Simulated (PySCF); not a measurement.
Geometries of 3 isomers of C4H7BrO, from PBE0-D3(BJ)/def2-SVP geometry optimisation, gas phase in PySCF 2.14.0. One conformer each, no zero-point energy, no frequencies.

Problem. Which isomer lies lowest at this level?
A.
```xyz
13
angstrom
C      1.965    0.000   -0.078
O      0.806   -0.757   -0.305
C     -0.262   -0.346    0.449
C     -1.620   -0.700   -0.055
C     -1.184    0.735   -0.057
Br    -0.810    1.600   -1.714
H      2.752   -0.403   -0.728
H      2.299   -0.079    0.975
H      1.811    1.066   -0.320
H     -0.091   -0.349    1.538
H     -1.637   -1.205   -1.024
H     -2.396   -1.010    0.649
H     -1.626    1.431    0.659
```
B.
```xyz
13
angstrom
C     -1.177    0.392    0.432
C     -0.246   -0.689   -0.095
C      1.049   -0.149   -0.686
C      1.987    0.416    0.340
O      1.870    0.407    1.514
Br     3.588    1.220   -0.494
H     -2.112   -0.045    0.811
H     -1.442    1.111   -0.359
H     -0.712    0.950    1.258
H     -0.754   -1.273   -0.880
H     -0.001   -1.400    0.710
H      0.869    0.638   -1.438
H      1.619   -0.929   -1.219
```
C.
```xyz
13
angstrom
C      1.837    0.763   -0.039
O      1.024   -0.282   -0.499
C     -0.049   -0.533    0.322
C     -1.250   -1.161   -0.300
C     -1.299    0.273    0.134
Br    -2.353    0.796    1.638
H      1.281    1.716    0.031
H      2.660    0.883   -0.756
H      2.264    0.541    0.957
H      0.199   -0.821    1.354
H     -1.799   -1.902    0.285
H     -1.214   -1.341   -1.377
H     -1.290    1.042   -0.642
```

Solution. B. That is `CCCC(=O)Br` (butanoyl bromide), 39.4 kcal/mol below the next.

```json
{"SMILES": "CCCC(=O)Br", "atoms numbered as above": "[CH3:1][CH2:2][CH2:3][C:4](=[O:5])[Br:6]", "E (Eh)": "-2804.99344", "relative (kcal/mol)": "0.0", "relative (kJ/mol)": "0.0", "dipole (D)": "2.84"}
{"SMILES": "CO[C@@H]1C[C@H]1Br", "atoms numbered as above": "[CH3:1][O:2][C@@H:3]1[CH2:4][C@H:5]1[Br:6]", "E (Eh)": "-2804.93069", "relative (kcal/mol)": "39.4", "relative (kJ/mol)": "164.8", "dipole (D)": "1.15"}
{"SMILES": "CO[C@@H]1C[C@@H]1Br", "atoms numbered as above": "[CH3:1][O:2][C@@H:3]1[CH2:4][C@@H:5]1[Br:6]", "E (Eh)": "-2804.92910", "relative (kcal/mol)": "40.4", "relative (kJ/mol)": "168.9", "dipole (D)": "1.96"}
```

As drawn, the lowest has a C=O bond, which the highest lacks; the highest has a three-membered ring, which the lowest lacks.
